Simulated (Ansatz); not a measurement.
A set of 12 reactions (redistribution), with CCSD(T)/CBS values in kJ/mol:

```csv
reaction,ΔE
`[OH][AlH][SiH2]P` + `C[O][Zn][F]` → `[OH][AlH][Zn][F]` + `CO[SiH2]P`,-111.1
`[F][In]([O][SiH3])[O][SiH3]` + `[OH][Cd][SH]` → `[SiH3][O][In]([SH])[O][SiH3]` + `[OH][Cd][F]`,11.2
`F[SiH2]S[SiH2]Cl` + `[NH2][Hf]([NH2])([OH])[F]` → `O[SiH2]S[SiH2]Cl` + `[NH2][Hf]([NH2])([F])[F]`,-11.8
`[O]=[W]([OH])([OH])=[S]` + `F[Si]Cl` → `[O]=[W]([OH])([F])=[S]` + `O[Si]Cl`,6.9
`F[SiH2]S[SiH2]Cl` + `[SiH3][SbH2]` → `F[SiH2]S[SiH3]` + `[SiH3][SbH][Cl]`,38.9
`NBO[SiH3]` + `SB[SiH2][SeH]` → `NB[SiH2][SeH]` + `[SiH3]OBS`,7.7
`[NH2][Mg][O][SiH3]` + `C[O][GeH]([F])[F]` → `C[O][Mg][NH2]` + `[F][GeH]([F])[O][SiH3]`,30.1
`O[SiH2]OC[SiH3]` + `OBNCO` → `OBN[SiH2]O` + `OCOC[SiH3]`,39.1
`C[CH2][Ge][O]C` + `C[O][Al]([F])[Cl]` → `C[CH2][Ge][Cl]` + `C[O][Al]([F])[O]C`,0.4
`CN[SiH](N)S` + `[F][InH][F]` → `CN[SiH2]N` + `[F][In]([F])[SH]`,-2.0
`C[Se][SiH](F)Cl` + `O[SiH2][AsH2]` → `C[Se][AsH2]` + `O[SiH2][SiH](F)Cl`,73.0
`[GeH3][SiH2][GeH2][GeH3]` + `[SiH3][SiH2][GeH3]` → `[GeH3][SiH2][GeH2][SiH2][GeH2][GeH3]` + SiH₄,-29.1
```

Isolated molecules relaxed with PBE0-D4/def2-TZVP in Ansatz; ΔE leaves out vibrations. CBS: MP2 limit from def2 TZ/QZ plus the TZ coupled-cluster correction, frozen cores. This one scheme is used for every species. DFT in def2-TZVPP. B3LYP here is the variant with VWN-RPA as its local correlation; programs differ in this. Elements past krypton have def2 core potentials. For As, Cd, Ge, Hf, In, Mg, Sb, Se, W, Zn outer-core shells are correlated without core-valence functions, which leaves a few kJ/mol of doubt a bond. Scalar relativity is left out up to krypton. Each species was taken in one conformer, which may not be the lowest.

(1) Give the mean, mean absolute and largest difference (level minus CCSD(T)/CBS, kJ/mol) for: B3LYP-D4, ωB97X-V, ωB97M-V, B2PLYP, PBE, HF/def2-TZVPP, MP2/def2-TZVPP, SCS-MP2/def2-TZVPP, CCSD/def2-TZVPP, HF/def2-QZVPP, MP2/def2-QZVPP, SCS-MP2/def2-QZVPP, HF/CBS(def2), MP2/CBS(def2). (Estimate.)

The largest T1 diagnostic in the set is 0.023, for `[O]=[W]([OH])([OH])=[S]` (customary mark 0.02).

CCSD(T)/CBS is a level of theory with its own doubt, and the functionals carry their triple-zeta basis error, so these figures describe this set and don't rank the functionals.

Answers

(1) Ansatz gave: 
```csv
level,mean,mean absolute,largest
B3LYP-D4,-4.3,5.0,-12.3
ωB97X-V,-1.6,3.3,-6.6
ωB97M-V,-2.0,3.6,-15.6
B2PLYP,-1.5,3.4,8.5
PBE,-1.7,5.7,16.9
HF/def2-TZVPP,-2.6,7.0,17.9
MP2/def2-TZVPP,1.2,2.8,10.0
SCS-MP2/def2-TZVPP,-0.1,1.5,4.5
CCSD/def2-TZVPP,0.0,1.7,6.6
HF/def2-QZVPP,-2.4,7.3,19.8
MP2/def2-QZVPP,1.1,2.3,7.0
SCS-MP2/def2-QZVPP,-0.1,1.0,3.3
HF/CBS(def2),-2.4,7.4,20.1
MP2/CBS(def2),1.0,2.5,8.3
```
